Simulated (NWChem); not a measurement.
# C$_{5}$H$_{3}$NS; SMILES C(c1cscc1)#N

```xyz
10

N      0.2009    -3.2630     0.0000
C      0.0992    -2.1077     0.0000
C     -0.0342    -0.6875     0.0000
C     -1.2892     0.0013     0.0000
C     -1.1273     1.3578     0.0000
S      0.5317     1.8037     0.0000
C      1.0420     0.1766     0.0000
H     -2.2557    -0.5023     0.0000
H     -1.9005     2.1248     0.0000
H      2.0992    -0.0839     0.0000
```
Atoms are numbered in this order, from 1.

Results from NWChem. The geometry was optimised at PBE0/def2-SVP.

Q: What does the run give for TPSSh/def2-TZVP? Quantities: highest occupied level (eV); orbital gap (eV); dipole (D).

A: 
* **highest occupied level (eV)**: -6.97
* **orbital gap (eV)**: 5.06
* **dipole (D)**: 4.32
